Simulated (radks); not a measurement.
Results of a calculation; reference values are marked as such.
Q: Excited configurations of Mn24+: one electron is placed in a higher orbital outside the bare nucleus. The ground configuration is 1s1. Code: a radial shooting solver on a logarithmic mesh with Libxc functionals. Model: non-relativistic Kohn-Sham, r2SCAN, spin-polarised, spherical densities, point nucleus; open shells are filled with parallel spins first; meta-GGA in the generalised Kohn-Sham scheme. Excitation = E - E(ground); binding = E(ion) - E, where the ion is the core of charge +25; n* = 25/sqrt(2 binding) in atomic units, and the quantum defect is n - n*.

| outer orbital | excitation (eV) | binding (eV) | n* | quantum defect | eigenvalue (eV) | <r> (bohr) |
|---|---|---|---|---|---|---|
| 2p | 6388.5 | 2115.0 | 2.005 | -0.005 | -2073.5 | 0.2005 |
| 4d | 7974.1 | 529.45 | 4.008 | -0.008 | -519.35 | 0.8414 |
| 6p | 8267.3 | 236.25 | 5.999 | 0.001 | -232.71 | 2.120 |
| 6f | 8268.0 | 235.60 | 6.008 | -0.008 | -231.18 | 1.923 |
| 7s | 8329.6 | 174.00 | 6.991 | 0.009 | -171.48 | 2.935 |
| 7f | 8330.3 | 173.24 | 7.006 | -0.006 | -170.15 | 2.703 |

Estimate the row for 7p.

A: excitation (eV) 8329.9; binding (eV) 173.64; n* 6.998; quantum defect 0.002; eigenvalue (eV) -171.06; <r> (bohr) 2.899. The Delta-SCF ionisation energy is 8503.6 eV (NIST Atomic Spectra Database: 8572.0 eV, theoretical). Self-interaction in the functional shifts the binding energies and quantum defects, so they are the method's values and not measured ones.
